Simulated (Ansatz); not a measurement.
Nudged elastic band run: AlFH₄O₂

Input:

```yaml
crystal:
  periodic: [false, false, false]
  atoms:
    - { symbol: Al, position_ang: [-0.021998, 0.327528, -0.13374] }
    - { symbol: O, position_ang: [-0.041851, 0.010421, 1.88458] }
    - { symbol: H, position_ang: [-0.899117, -0.311951, 2.233461] }
    - { symbol: O, position_ang: [1.231232, -0.622296, -0.841135] }
    - { symbol: H, position_ang: [2.162969, -0.346728, -0.835412] }
    - { symbol: H, position_ang: [-1.513006, -0.069424, -0.504247] }
    - { symbol: F, position_ang: [0.31375, 1.965081, 0.252724] }
    - { symbol: H, position_ang: [0.038922, 0.953969, 2.159668] }
basis:
  gaussian: { orbitals: def2-SVP }
hamiltonian:
  xc: blyp
neb:
  order_check: false
  images: 5
  f_tol: 0.05
  max_iterations: 60
  final_atoms:
    - { symbol: Al, position_ang: [0.08321123, 0.41607575, -0.08020459] }
    - { symbol: O, position_ang: [-0.04229122, 0.02639264, 1.91919032] }
    - { symbol: H, position_ang: [-0.93153297, -0.29122512, 2.18252841] }
    - { symbol: O, position_ang: [1.61691419, -0.16013867, -0.61523099] }
    - { symbol: H, position_ang: [1.74232262, -0.93461556, -1.18533848] }
    - { symbol: H, position_ang: [-1.30612737, -0.18768954, -0.57805968] }
    - { symbol: F, position_ang: [0.10137544, 2.06892802, 0.36361116] }
    - { symbol: H, position_ang: [0.0070291, 0.96887247, 2.20940285] }
  initial_path:
    images:
      - { positions_ang: [[-0.021998, 0.327528, -0.13374], [-0.041851, 0.010421, 1.88458], [-0.899117, -0.311951, 2.233461], [1.231232, -0.622296, -0.841135], [2.162969, -0.346728, -0.835412], [-1.513006, -0.069424, -0.504247], [0.31375, 1.965081, 0.252724], [0.038922, 0.953969, 2.159668]] }
      - { positions_ang: [[-0.01259283, 0.22040403, -0.090682], [-0.03197016, -0.00071249, 1.96477167], [-0.906952, -0.31301468, 2.30578251], [1.33926202, -0.40526007, -0.85441335], [2.06302242, -0.53742503, -0.90567176], [-1.45465469, -0.04373631, -0.60159047], [0.23481095, 1.93817372, 0.38492357], [0.03997528, 1.04817083, 2.01277883]] }
      - { positions_ang: [[-0.00318766, 0.11328005, -0.047624], [-0.02208932, -0.01184599, 2.04496335], [-0.91478699, -0.31407835, 2.37810401], [1.44729203, -0.18822414, -0.8676917], [1.96307584, -0.72812206, -0.97593152], [-1.39630338, -0.01804862, -0.69893394], [0.15587191, 1.91126643, 0.51712313], [0.04102856, 1.14237267, 1.86588966]] }
      - { positions_ang: [[0.00621751, 0.00615608, -0.00456599], [-0.01220847, -0.02297948, 2.12515502], [-0.92262199, -0.31514203, 2.45042552], [1.55532205, 0.0288118, -0.88097005], [1.86312927, -0.91881909, -1.04619128], [-1.33795207, 0.00763908, -0.79627741], [0.07693286, 1.88435915, 0.6493227], [0.04208184, 1.2365745, 1.71900049]] }
      - { positions_ang: [[0.03188208, 0.14279597, -0.02977886], [-0.02223605, -0.00652211, 2.05650012], [-0.92559231, -0.30716973, 2.36112648], [1.57585276, -0.03417169, -0.79239037], [1.82286038, -0.92408458, -1.09257368], [-1.32734383, -0.05747046, -0.72353816], [0.08508038, 1.94588211, 0.55408552], [0.03039759, 1.14734049, 1.88246794]] }
      - { positions_ang: [[0.05754665, 0.27943586, -0.05499172], [-0.03226364, 0.00993527, 1.98784522], [-0.92856264, -0.29919742, 2.27182745], [1.59638347, -0.09715518, -0.70381068], [1.7825915, -0.92935007, -1.13895608], [-1.3167356, -0.12258, -0.65079892], [0.09322791, 2.00740506, 0.45884834], [0.01871334, 1.05810648, 2.04593539]] }
      - { positions_ang: [[0.08321123, 0.41607575, -0.08020459], [-0.04229122, 0.02639264, 1.91919032], [-0.93153297, -0.29122512, 2.18252841], [1.61691419, -0.16013867, -0.61523099], [1.74232262, -0.93461556, -1.18533848], [-1.30612737, -0.18768954, -0.57805968], [0.10137544, 2.06892802, 0.36361116], [0.0070291, 0.96887247, 2.20940285]] }
```

Run as:

```bash
$ ansatz run input.yaml --threads 1 --pin off --max-ram 2048MiB --backend cpu --events-out ev --progress --plain --runs-dir out
```

Output, in part (warnings, iteration lines, the closing report on the highest movable image, with atoms numbered from 0):

```
NEB end point (image 0): max|allowed force component| = 2.818e-2 eV/Å (the criterion of neb.relax_end_points is 1.000e-2)
NEB end point (image 6): max|allowed force component| = 2.102e-2 eV/Å (the criterion of neb.relax_end_points is 1.000e-2)
NEB iter   1: max|band force component| = 2.543e1 eV/Å  barrier→ = 2.7735 eV  barrier← = 2.7277 eV  Δτ_max = 0.1922 Å  (185 SCF iters)
NEB iter   2: max|band force component| = 1.791e0 eV/Å  barrier→ = 0.8311 eV  barrier← = 0.7854 eV  Δτ_max = 0.1799 Å  (156 SCF iters)
NEB iter   3: max|band force component| = 1.251e0 eV/Å  barrier→ = 0.6518 eV  barrier← = 0.6061 eV  Δτ_max = 0.1740 Å  (150 SCF iters)
NEB iter   4: max|band force component| = 1.039e0 eV/Å  barrier→ = 0.5407 eV  barrier← = 0.4950 eV  Δτ_max = 0.2000 Å  (148 SCF iters)
NEB iter   5: max|band force component| = 7.748e-1 eV/Å  barrier→ = 0.3021 eV  barrier← = 0.2564 eV  Δτ_max = 0.2000 Å  (149 SCF iters)
NEB iter   6: max|band force component| = 8.885e-1 eV/Å  barrier→ = 0.2101 eV  barrier← = 0.1644 eV  Δτ_max = 0.1023 Å  (149 SCF iters)
NEB iter   7: max|band force component| = 2.121e0 eV/Å  barrier→ = 0.1785 eV  barrier← = 0.1328 eV  Δτ_max = 0.0500 Å  (142 SCF iters)
NEB iter   8: max|band force component| = 2.915e-1 eV/Å  barrier→ = 0.1341 eV  barrier← = 0.0884 eV  CI = image 3  Δτ_max = 0.0990 Å  (139 SCF iters)
NEB iter   9: max|band force component| = 2.909e-1 eV/Å  barrier→ = 0.1109 eV  barrier← = 0.0652 eV  CI = image 4  Δτ_max = 0.0987 Å  (139 SCF iters)
NEB iter  10: max|band force component| = 1.832e-1 eV/Å  barrier→ = 0.1122 eV  barrier← = 0.0665 eV  CI = image 4  Δτ_max = 0.0672 Å  (139 SCF iters)
NEB iter  11: max|band force component| = 4.135e-1 eV/Å  barrier→ = 0.1097 eV  barrier← = 0.0640 eV  CI = image 4  Δτ_max = 0.0338 Å  (140 SCF iters)
NEB iter  12: max|band force component| = 1.269e-1 eV/Å  barrier→ = 0.1078 eV  barrier← = 0.0621 eV  CI = image 4  Δτ_max = 0.0182 Å  (140 SCF iters)
NEB iter  13: max|band force component| = 3.814e-2 eV/Å  barrier→ = 0.1076 eV  barrier← = 0.0618 eV  CI = image 4  Δτ_max = 0.0000 Å  (273 SCF iters)
Total energy: -13468.46738097 eV, -494.9570469955 hartree
Atom 0 at    -0.017218     0.449538    -0.156969 Å, force     0.014432    -0.018943     0.007576 eV/Å
Atom 1 at     0.033474    -0.035487     1.831831 Å, force     0.013731    -0.038286     0.003153 eV/Å
Atom 2 at    -0.822423    -0.377266     2.166764 Å, force    -0.005446     0.010477     0.000008 eV/Å
Atom 3 at     1.388917    -0.171898    -0.924915 Å, force    -0.020807    -0.000583     0.016894 eV/Å
Atom 4 at     1.978041    -0.891575    -0.658711 Å, force     0.008549     0.002191    -0.011330 eV/Å
Atom 5 at    -1.475856    -0.043619    -0.554162 Å, force    -0.000767     0.003697    -0.005951 eV/Å
Atom 6 at     0.091797     2.077398     0.366802 Å, force    -0.002535     0.026035    -0.005295 eV/Å
Atom 7 at     0.094169     0.899509     2.145259 Å, force    -0.007157     0.015412    -0.005054 eV/Å
Dipole moment:    -0.137171    -0.464859     0.875147 e Å
```

The forces met the threshold. A vibrational analysis at the climbing image gives one clearly imaginary mode, 280i cm⁻¹: a first-order saddle point. Another band between the same ends, with other settings, climbed to 0.047 eV only, so this may not be the lowest route.

Final band:

| image | path coordinate (Å) | energy (kcal/mol) |
| --- | --- | --- |
| 0 | 0.00 | 0.0 |
| 1 | 0.24 | 0.2 |
| 2 | 0.47 | 1.0 |
| 3 | 0.71 | 2.0 |
| 4 | 0.94 | 2.5 |
| 5 | 1.35 | 1.7 |
| 6 | 1.76 | 1.1 |

Time of the run: 2.2 min on 1 thread of Arm Neoverse V2 (shared host), peak memory 0.12 GiB.
